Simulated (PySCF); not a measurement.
Gas-phase reaction: 2 NbCl5 + 5 F2 = 2 NbF5 + 5 Cl2

Computed with PySCF and rigid-rotor harmonic-oscillator thermochemistry at 1 bar. † marks an energy on the PBE0/def2-TZVP geometry and frequencies; other levels use their own. MP2 freezes the core. All species are closed-shell singlets. B3LYP is the form with VWN-RPA correlation. Nb: scalar-relativistic def2 core potential, no spin-orbit coupling. MP2 isn't extrapolated to the basis-set limit; its ΔH°(298 K) is -1955.4 kJ in def2-SVP and -2015.9 kJ in def2-TZVPP. The harmonic model lacks anharmonicity and excited electronic states, which grow with temperature; levels with a mode under 35 cm⁻¹ are left out. Soft modes under 120 cm⁻¹ make the harmonic entropy rough for NbCl5, NbF5.

ΔH° and ΔS° at 298 K: B3LYP/def2-TZVP† -2068 kJ, -9 J/K; HF/def2-TZVP† -2256 kJ, -9 J/K; MP2/def2-TZVPP† -2016 kJ, -9 J/K; PBE0/def2-QZVP† -2074 kJ, -9 J/K; PBE0/def2-TZVP -2018 kJ, -9 J/K.

Task: With the heat capacities included, give log10 K (1 bar) at 500, 1200, 1600, 2000, 2500 K from B3LYP/def2-TZVP†, HF/def2-TZVP†, MP2/def2-TZVPP†, PBE0/def2-QZVP†, PBE0/def2-TZVP.

Result: 
| T (K) | B3LYP/def2-TZVP† | HF/def2-TZVP† | MP2/def2-TZVPP† | PBE0/def2-QZVP† | PBE0/def2-TZVP |
|---|---|---|---|---|---|
| 500 | 215.5 | 235.1 | 210.1 | 216.1 | 210.3 |
| 1200 | 89.4 | 97.6 | 87.1 | 89.6 | 87.2 |
| 1600 | 66.9 | 73.0 | 65.2 | 67.0 | 65.2 |
| 2000 | 53.3 | 58.2 | 52.0 | 53.5 | 52.0 |
| 2500 | 42.5 | 46.5 | 41.4 | 42.7 | 41.5 |
